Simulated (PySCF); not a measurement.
C2H6BFN2, SMILES NB(N)C(F)=C. Atoms are numbered in the order given.

```xyz
12

C      1.8913     0.6225    -0.0481
C      0.7901    -0.1281     0.1369
F      0.9580    -1.3835     0.6599
B     -0.7298     0.2233    -0.1677
N     -1.6758    -0.7920     0.1253
N     -1.0795     1.4921    -0.7035
H      1.8076     1.6355    -0.4662
H      2.8939     0.2482     0.2097
H     -1.3655    -1.6832     0.5084
H     -2.6812    -0.7175    -0.0139
H     -2.0352     1.7701    -0.9182
H     -0.3942     2.2157    -0.9055
```
Charge 0, spin multiplicity 1.

Geometry: PBE-D3(BJ)/def2-SVP. A frequency run showed that this geometry is not a minimum. This is a generated structure with no PubChem entry under its InChIKey; it may be hypothetical. Other conformers were not sampled.

Level of theory: PySCF with PBE-D3(BJ)/def2-SVP.

Harmonic, unscaled wavenumbers; measured fundamentals usually lie a few per cent lower.

| mode | ν (cm⁻¹) | IR (km/mol) | moving atoms (share of kinetic energy) |
|---|---|---|---|
| 1 | 31i | 0.1 | N 32 %, F 26 %, H 22 %, C 20 % |
| 2 | 205 | 0.6 | N 34 %, H 23 %, F 21 %, C 20 % |
| 3 | 254 | 78.3 | H 75 %, N 25 % |
| 4 | 300 | 70.9 | H 50 %, C 28 %, B 16 % |
| 5 | 321 | 3.3 | N 40 %, H 31 %, F 14 %, C 14 % |
| 6 | 369 | 164.7 | H 62 %, N 19 %, C 10 % |
| 7 | 400 | 24.6 | H 95 % |
| 8 | 404 | 0.5 | H 28 %, N 24 %, F 20 %, C 19 %, B 9 % |
| 9 | 458 | 2.2 | F 27 %, H 26 %, C 17 %, N 17 %, B 14 % |
| 10 | 574 | 0.2 | H 89 % |
| 11 | 643 | 5.1 | B 52 %, C 31 %, H 12 % |
| 12 | 678 | 2.1 | C 33 %, H 28 %, N 22 %, F 10 % |
| 13 | 716 | 0.7 | H 86 %, C 10 % |
| 14 | 820 | 0.1 | H 76 %, N 23 % |
| 15 | 821 | 52.3 | H 69 %, C 31 % |
| 16 | 891 | 10.2 | H 49 %, N 46 % |
| 17 | 908 | 28.1 | H 45 %, C 26 %, F 26 % |
| 18 | 1144 | 96.2 | C 44 %, H 22 %, B 16 %, F 10 %, N 9 % |
| 19 | 1300 | 48.8 | H 47 %, C 26 %, B 20 % |
| 20 | 1350 | 78.9 | H 52 %, B 26 %, C 17 % |
| 21 | 1394 | 35.5 | B 48 %, H 47 % |
| 22 | 1531 | 89.7 | H 78 %, N 16 % |
| 23 | 1560 | 272.9 | H 51 %, N 25 %, B 23 % |
| 24 | 1663 | 15.3 | C 88 %, H 8 % |
| 25 | 3093 | 0.3 | H 94 % |
| 26 | 3194 | 4.0 | H 89 %, C 11 % |
| 27 | 3538 | 46.4 | H 96 % |
| 28 | 3546 | 16.7 | H 96 % |
| 29 | 3645 | 35.4 | H 91 %, N 9 % |
| 30 | 3647 | 13.5 | H 91 %, N 9 % |
